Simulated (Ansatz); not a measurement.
Basis sets compared for Na₄⁻ (the lowest doublet isomer of a short search). Total charge -1; doublet. Geometry PBE0/def2-TZVPD. Ansatz on 4 threads of Intel Xeon Platinum 8259CL on a shared host; times are rough, and most runs start from earlier orbitals.

```xyz
4

Na   -1.4661    2.6297    0.1411
Na    0.2454   -0.5018   -0.4780
Na    1.3817   -2.8564   -2.5769
Na   -0.1610    0.7285    2.9139
```

At PBE/def2-SVPD, PBE/def2-TZVPD the highest occupied level of the charge -1 doublet lies above zero (up to 0.28 eV). By energy differences its removal costs 1.05 eV (vertical, to the charge 0 singlet, at PBE0/def2-TZVPD). At PBE0/def2-SVPD, PBE0/def2-TZVPD the charge -1 doublet is spin-contaminated (final ⟨S²⟩ up to 0.85, 0.75 for a pure state). The structure comes from a short search, and lower isomers may exist.

```tsv
level	functions	energy (Eh)	HOMO (eV)	LUMO (eV)	wall time
PBE/def2-SVPD	72	-648.5043	0.28	0.82	1.6 s
PBE0/def2-SVPD	72	-648.5596	-0.15	1.18	2.9 s
```

(1) Estimate the rows for PBE/def2-TZVPD (with forces), PBE0/def2-TZVPD.

Answers

(1) 
| level | functions | energy (Eh) | HOMO (eV) | LUMO (eV) | wall time |
| --- | --- | --- | --- | --- | --- |
| PBE/def2-TZVPD (with forces) | 140 | -648.7436 | 0.25 | 0.78 | 2.9 s |
| PBE0/def2-TZVPD | 140 | -648.7966 | -0.17 | 1.14 | 6.5 s |
